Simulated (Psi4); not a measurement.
CH₇Si₂ (SMILES [SiH3][CH][SiH3]), doublet, geometry from GFN2-xTB. Base run: SVWN/STO-3G run with Psi4.

Geometry (Å):
```xyz
10

Si     1.6576     0.1831     0.2544
C      0.0638    -0.1760    -0.6335
Si    -1.6833    -0.1125    -0.0001
H      2.5494    -0.9818     0.1659
H      2.3376     1.3202    -0.3828
H      1.3903     0.4949     1.6580
H      0.1686    -0.4649    -1.6732
H     -2.2910    -1.4488    -0.0798
H     -2.4820     0.7959    -0.8349
H     -1.6971     0.3511     1.3869
```
Charge 0, spin multiplicity 2.
Orbitals are unrestricted.
All else is at Psi4's defaults (density fitting).
Base energy -612.03864 Eh.

Each row names what was changed in the base input (with any setting that the change needs).

```
change                               ΔE vs base (µEh)  SCF cycles  grid points  basis functions
-----------------------------------  ----------------  ----------  -----------  ---------------
base                                              0.0           8       213370               30
diis_max_vecs = 3                                 0.0           9       213370               30
diis_max_vecs = 15                                0.0           8       213370               30
e_convergence = 1e-10                             0.0           9       213370               30
dft_nuclear_scheme = stratmann                   -7.4           8       199939               30
scf_type = disk_df                                0.0           8       213370               30
guess = huckel                                    0.0          10       213370               30
puream = true                                     0.0           8       213370               30
df_basis_scf = def2-universal-jkfit               0.0           8       213370               30
level_shift = 0.3                                 0.0           8       213370               30
d_convergence = 1e-8                              0.0          10       213370               30
dft_spherical_points = 974                       -5.2           8       687086               30
d_convergence = 1e-10                             0.0          13       213370               30
```

Open shells are given as the SCF converged; they aren't shown to be the lowest states, and a large step between rows can be another state.
